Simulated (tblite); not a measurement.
Record of a relaxation.

Compound: C6H9FSeSi.
Numbering: `[CH:1]#[C:2][C@@H:3]1[SiH2:4][C@@H:5]([F:6])[C@@H:7]1[Se:8][CH3:9]` (hydrogens: H10 on C1; H11 on C3; H12, H13 on Si4; H14 on C5; H15 on C7; H16, H17, H18 on C9)

Computed with GFN2-xTB (tblite), gas phase: L-BFGS steps from a force-field or distance-geometry start until the largest atomic force falls under 0.01 eV/Å. 4 of its 214 geometries are shown.

Step 0: E = -732.5789 eV, largest atomic force 4.427 eV/Å
```
atom  x, y, z in Å  |  force x, y, z in eV/Å
C1     -2.771    1.847    0.622   -0.671   0.718   0.690
C2     -2.118    1.142   -0.096   -0.085   0.526  -0.520
C3     -1.321    0.272   -0.941   -3.171   3.015   0.676
Si4    -1.257   -1.439   -0.273   -1.354  -2.016   0.921
C5      0.241   -1.048   -1.283    3.437  -0.025   0.126
F6      0.066   -1.122   -2.648    0.520  -0.638   0.194
C7      0.153    0.434   -0.884    0.936  -0.599  -1.435
Se8     0.957    0.598    0.885   -0.200   0.313   0.649
C9      2.865    0.219    0.625    0.587   0.388  -0.707
H10    -3.373    2.483    1.264    0.746  -0.783  -0.716
H11    -1.673    0.277   -2.005    0.205   0.287   0.804
H12    -1.052   -1.554    1.169   -0.034  -0.106  -0.152
H13    -2.220   -2.357   -0.852   -0.024  -0.164  -0.071
H14     1.205   -1.449   -0.891   -0.072  -0.437  -1.285
H15     0.591    1.145   -1.623   -0.095  -0.299   0.543
H16     3.320   -0.241    1.518   -0.491   0.122  -0.462
H17     3.018   -0.383   -0.286   -0.138  -0.051   0.530
H18     3.360    1.183    0.426   -0.095  -0.254   0.216
```

Step 71: E = -733.6738 eV, largest atomic force 0.090 eV/Å
```
atom  x, y, z in Å  |  force x, y, z in eV/Å
C1     -2.421    1.941    0.898    0.011  -0.011  -0.060
C2     -1.956    1.205    0.073   -0.044   0.019   0.069
C3     -1.375    0.291   -0.871    0.031   0.058   0.024
Si4    -1.550   -1.613   -0.589    0.067   0.059  -0.014
C5      0.315   -1.336   -1.019   -0.031  -0.019  -0.036
F6      0.579   -1.630   -2.350    0.044   0.014   0.006
C7      0.168    0.176   -0.821   -0.059  -0.003   0.000
Se8     0.882    0.689    0.955   -0.039   0.016  -0.034
C9      2.772    0.626    0.460   -0.013  -0.003  -0.021
H10    -2.827    2.613    1.595    0.005  -0.035  -0.020
H11    -1.682    0.582   -1.881   -0.012  -0.018   0.022
H12    -1.768   -2.026    0.789   -0.014  -0.001   0.020
H13    -2.284   -2.327   -1.621   -0.025  -0.040  -0.022
H14     1.123   -1.800   -0.447   -0.020  -0.021   0.004
H15     0.692    0.772   -1.575    0.000   0.004   0.061
H16     3.340    0.372    1.349    0.036   0.001  -0.007
H17     2.907   -0.128   -0.309    0.031  -0.070   0.022
H18     3.077    1.599    0.085    0.032   0.050  -0.013
```

Step 142: E = -733.7091 eV, largest atomic force 0.027 eV/Å
```
atom  x, y, z in Å  |  force x, y, z in eV/Å
C1     -2.421    1.762    1.101   -0.006  -0.001   0.012
C2     -1.949    1.127    0.199    0.007   0.009  -0.004
C3     -1.377    0.357   -0.872   -0.003   0.008   0.000
Si4    -1.629   -1.557   -0.804    0.009   0.004   0.003
C5      0.290   -1.336   -0.852    0.009  -0.003  -0.002
F6      0.898   -1.759   -2.024   -0.009  -0.012   0.017
C7      0.164    0.193   -0.811   -0.006  -0.003  -0.002
Se8     0.961    0.981    0.821    0.006   0.023   0.013
C9      2.825    0.646    0.344    0.013  -0.006   0.000
H10    -2.831    2.327    1.883   -0.006  -0.003   0.001
H11    -1.682    0.810   -1.819    0.016  -0.009  -0.009
H12    -2.128   -2.077    0.463    0.000  -0.007  -0.025
H13    -2.185   -2.147   -2.015    0.008  -0.011   0.011
H14     0.890   -1.757   -0.040   -0.021  -0.004  -0.005
H15     0.677    0.653   -1.661   -0.007   0.017   0.012
H16     3.432    1.050    1.151    0.002  -0.006  -0.019
H17     3.001   -0.423    0.250   -0.010   0.014  -0.017
H18     3.057    1.157   -0.588   -0.001  -0.011   0.015
```

Step 213: E = -733.7434 eV, largest atomic force 0.009 eV/Å
```
atom  x, y, z in Å  |  force x, y, z in eV/Å
C1     -2.403    1.436    1.310    0.001   0.000  -0.001
C2     -1.930    0.995    0.300   -0.004  -0.001   0.002
C3     -1.349    0.444   -0.896    0.003   0.007   0.004
Si4    -1.666   -1.454   -1.077   -0.002   0.003  -0.002
C5      0.146   -1.312   -0.427    0.001  -0.003  -0.002
F6      1.137   -2.030   -1.071    0.001   0.003   0.000
C7      0.168    0.181   -0.763   -0.002  -0.004  -0.003
Se8     1.108    1.333    0.551   -0.002   0.002  -0.005
C9      2.904    0.730    0.073   -0.007  -0.003   0.000
H10    -2.816    1.841    2.185    0.000   0.000  -0.002
H11    -1.593    1.096   -1.737    0.003  -0.003   0.000
H12    -2.630   -2.063   -0.172   -0.002   0.001   0.000
H13    -1.724   -1.905   -2.463    0.003   0.001   0.002
H14     0.276   -1.503    0.642    0.004  -0.002   0.003
H15     0.679    0.333   -1.718   -0.004  -0.001   0.002
H16     3.597    1.200    0.765    0.004  -0.003   0.001
H17     2.957   -0.351    0.167    0.003   0.002   0.001
H18     3.131    1.035   -0.946   -0.001   0.002   0.000
```

**Question.** Summarise the path.

**Answer.** The energy falls by 112.36 kJ/mol from step 0 to step 213; nine tenths of that is first reached at step 37. It rises by more than 0.2 meV at steps 2, 161, 164, 167 and 170. The largest force goes from 4.427 to 0.009 eV/Å. Among the bonds C3–Si4 changes most, from 1.838 to 1.933 Å; the atoms move by 1.222 Å rms after alignment.

**Question.** Follow the three bonds and two angles with the largest change from start to end.

**Answer.** 
| step | E above end (kJ/mol) | largest force (eV/Å) | C3–Si4 (Å) | Si4–C5 (Å) | C3–C7 (Å) | C3–C7–C5 (°) | C7–Se8–C9 (°) |
| --- | --- | --- | --- | --- | --- | --- | --- |
| 0 | 112.36 | 4.427 | 1.838 | 1.848 | 1.483 | 86.7 | 105.3 |
| 9 | 26.72 | 0.567 | 1.934 | 1.941 | 1.554 | 96.0 | 101.6 |
| 19 | 18.57 | 0.170 | 1.940 | 1.927 | 1.544 | 96.9 | 100.1 |
| 28 | 14.16 | 0.260 | 1.942 | 1.924 | 1.547 | 98.1 | 99.7 |
| 37 | 11.17 | 0.106 | 1.934 | 1.925 | 1.546 | 98.9 | 99.2 |
| 46 | 9.71 | 0.112 | 1.936 | 1.935 | 1.544 | 99.1 | 98.4 |
| 56 | 7.80 | 0.096 | 1.932 | 1.929 | 1.543 | 99.5 | 97.0 |
| 65 | 7.26 | 0.061 | 1.932 | 1.928 | 1.544 | 99.7 | 96.7 |
| 74 | 6.42 | 0.081 | 1.933 | 1.932 | 1.546 | 99.7 | 96.5 |
| 83 | 5.65 | 0.079 | 1.931 | 1.932 | 1.549 | 99.8 | 97.0 |
| 93 | 5.20 | 0.058 | 1.932 | 1.932 | 1.548 | 100.0 | 96.5 |
| 102 | 4.57 | 0.058 | 1.931 | 1.930 | 1.550 | 100.3 | 95.1 |
| 111 | 4.10 | 0.043 | 1.932 | 1.932 | 1.548 | 100.4 | 94.8 |
| 120 | 3.86 | 0.037 | 1.931 | 1.933 | 1.550 | 100.3 | 95.0 |
| 130 | 3.54 | 0.022 | 1.933 | 1.931 | 1.550 | 100.4 | 96.0 |
| 139 | 3.36 | 0.032 | 1.932 | 1.933 | 1.551 | 100.8 | 96.6 |
| 148 | 3.19 | 0.034 | 1.931 | 1.932 | 1.551 | 100.7 | 96.6 |
| 157 | 2.70 | 0.091 | 1.936 | 1.933 | 1.551 | 100.7 | 96.6 |
| 167 | 1.59 | 0.357 | 1.936 | 1.936 | 1.550 | 100.4 | 96.4 |
| 176 | 0.39 | 0.040 | 1.934 | 1.930 | 1.546 | 99.8 | 95.5 |
| 185 | 0.30 | 0.027 | 1.932 | 1.930 | 1.545 | 99.9 | 95.6 |
| 194 | 0.20 | 0.014 | 1.933 | 1.930 | 1.545 | 99.9 | 95.6 |
| 204 | 0.07 | 0.027 | 1.935 | 1.929 | 1.546 | 99.8 | 95.6 |
| 213 | 0.00 | 0.009 | 1.933 | 1.930 | 1.546 | 99.8 | 95.4 |

What follows is the cost of the whole relaxation. Hardware: an Arm Neoverse N1 with one thread, shared host. Cost: 3.3 s of wall time.
